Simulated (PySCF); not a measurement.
# Computed records: B₂FH₃O, AlBFH₃O, AlB₂H₄N, B₂ClH₃

All values are calculated (PySCF 2.14.0). Calculation on a computer-drawn molecule: optimised geometry and harmonic frequencies of an isolated molecule of the commonest isotopes, restricted reference for singlets and unrestricted otherwise, frozen core in MP2.

Common to all runs: charge 0; multiplicity 1.

(1) B₂FH₃O

Start structure:
```xyz
7
B2FH3O
B     -0.8795    -0.3482    -0.5612
B      0.7152    -0.5957     0.0269
O      1.1059    -1.2764     1.0444
F      1.7563    -0.0782    -0.6306
H     -1.4085    -1.1131    -1.2955
H     -1.4758     0.4971    -0.2490
H      0.4437    -1.6550     1.7000
```

Here we set method HF and basis cc-pVDZ.

The calculation gives: rotational constants 9.992, 7.926, 4.589 GHz; total energy -225.5084 hartree; convergence status largest gradient component 2.027e-05 hartree/bohr.

Drawn bonds:
```tsv
atom	other atom	order
1	2	1
2	3	1
2	4	1
1	5	1
1	6	1
3	7	1
```

Optimised structure:
```xyz
7
B2FH3O
B     -0.8607    -0.3753    -0.5482
B      0.7380    -0.6088     0.0270
O      1.1191    -1.2792     1.1311
F      1.7400    -0.0742    -0.6834
H     -1.3750    -1.1488    -1.3097
H     -1.5176     0.5730    -0.2139
H      0.4135    -1.6563     1.6322
```

Modes:
```tsv
frequency (cm⁻¹)	reduced mass (dalton)
145.6	1.037
246.9	3.293
413	1.86
479.8	5.569
570.7	1.128
748.2	5.961
855.7	2.34
991.2	1.474
1052	1.355
1255	1.274
1382	3.681
1432	8.479
2675	1.059
2739	1.122
4189	1.067
```

(2) AlBFH₃O

Start structure:
```xyz
7
AlBFH3O
B     -2.1159     0.2883     0.4055
O     -0.9363    -0.2335     0.0314
Al     0.4582    -1.0169    -0.4545
F      0.3177    -2.5747    -0.9713
H     -2.7924     0.8727    -0.4021
H     -2.4836     0.1740     1.5471
H      1.8511    -0.3291    -0.4327
```

Settings of this run: method MP2 and basis cc-pV(D+d)Z.

The calculation gives: rotational constants 19.93, 3.1, 2.748 GHz; total energy -443.3433 hartree; convergence status largest gradient component 1.278e-05 hartree/bohr.

Drawn bonds:
```tsv
atom	other atom	order
1	2	1
2	3	1
3	4	1
1	5	1
1	6	1
3	7	1
```

Optimised structure:
```xyz
7
AlBFH3O
B     -2.1305     0.2989     0.4117
O     -0.9414    -0.2319     0.0333
Al     0.4732    -1.0309    -0.4615
F      0.3375    -2.6067    -0.9873
H     -2.8035     0.8855    -0.4057
H     -2.4912     0.1841     1.5615
H      1.8547    -0.3182    -0.4285
```

Modes:
```tsv
frequency (cm⁻¹)	reduced mass (dalton)
47.43	2.961
70.11	4.391
162.8	1.134
266.8	14.12
501.5	1.314
636.6	2.226
679.8	1.655
864.3	12.01
1023	1.319
1093	1.353
1271	1.272
1413	4.771
2068	1.045
2600	1.048
2678	1.131
```

(3) AlB₂H₄N

Start structure:
```xyz
8
AlB2H4N
B     -2.1323    -0.9066    -0.6060
Al    -0.1226    -0.7158     0.0630
B      1.6441    -1.5332    -0.5983
N      2.7042    -2.0406    -1.1366
H     -2.9960    -0.3988    -0.0957
H     -2.3691    -1.5446    -1.5693
H      0.1059     0.1844     1.3037
H      3.5036    -2.5137    -1.4400
```

It was run with method HF and basis cc-pV(D+d)Z.

Results for AlB₂H₄N: rotational constants 16.8, 2.414, 2.148 GHz; total energy -348.0333 hartree; convergence status largest gradient component 2.09e-05 hartree/bohr.

Drawn bonds:
```tsv
atom	other atom	order
1	2	1
2	3	1
3	4	2
1	5	1
1	6	1
2	7	1
4	8	1
```

Optimised structure:
```xyz
8
AlB2H4N
B     -2.0506    -0.9723    -0.6217
Al    -0.0794    -0.4893     0.0753
B      1.6212    -1.5614    -0.6150
N      2.5962    -2.1944    -1.0266
H     -2.7533    -1.7790    -0.0688
H     -2.5383    -0.4557    -1.5942
H      0.1598     0.6774     1.1213
H      3.3822    -2.6943    -1.3495
```

Modes:
```tsv
frequency (cm⁻¹)	reduced mass (dalton)
105.7	3.713
167.7	1.139
247.2	2.466
303.8	3.93
378.5	1.201
451.4	8.405
533.9	1.231
574.6	2.881
576.9	1.238
616.5	1.4
669.5	1.424
906.5	1.365
1243	1.13
1969	1.048
2036	7.404
2646	1.055
2712	1.12
4078	1.102
```

(4) B₂ClH₃

Start structure:
```xyz
6
B2ClH3
B      0.1324     1.0005     0.1291
B      0.4459     1.3269    -1.5015
Cl     1.7904     2.4106    -1.9121
H     -0.6187     1.6863     0.7680
H      0.6541     0.0755     0.6900
H     -0.1687     0.8851    -2.4279
```

Settings of this run: method MP2 and basis cc-pV(D+d)Z.

It finds rotational constants 38.47, 5.312, 4.86 GHz; total energy -510.9167 hartree; convergence status largest gradient component 1.644e-05 hartree/bohr.

Drawn bonds:
```tsv
atom	other atom	order
1	2	1
2	3	1
1	4	1
1	5	1
2	6	1
```

Optimised structure:
```xyz
6
B2ClH3
B      0.1334     1.0015     0.1229
B      0.4434     1.3252    -1.5062
Cl     1.7829     2.4034    -1.8917
H     -0.6149     1.6940     0.7712
H      0.6631     0.0775     0.6933
H     -0.1725     0.8832    -2.4439
```

Modes:
```tsv
frequency (cm⁻¹)	reduced mass (dalton)
181.8	3.384
294.1	1.099
473.7	1.094
719.6	3.988
890.6	1.633
893	1.711
976.3	1.715
1113	1.461
1228	1.424
2623	1.057
2672	1.094
2701	1.122
```
